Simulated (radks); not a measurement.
Task: Species: N. Configuration: [He] 2s2 2p3. All-electron calculation, non-relativistic Kohn-Sham, LB94 model potential, spin-polarised, spherical densities, point nucleus; open shells are filled with parallel spins first. Program: a radial shooting solver on a logarithmic mesh with Libxc functionals. Some entries of the table are withheld. Estimate them.

orbital,occ.,eigenvalue (hartree),<1/r> (bohr^-1)
1s down,1,(1),(2)
1s up,1,(3),(4)
2s up,1,-0.91973,(5)
2s down,1,-0.77481,(6)
2p up,3,-0.51047,0.9842
2p down,0,-0.39220,0.9397

Result: 
(1) 1s down eigenvalue (hartree): -14.98416
(2) 1s down <1/r> (bohr^-1): 6.645
(3) 1s up eigenvalue (hartree): -14.92955
(4) 1s up <1/r> (bohr^-1): 6.652
(5) 2s up <1/r> (bohr^-1): 1.105
(6) 2s down <1/r> (bohr^-1): 1.068
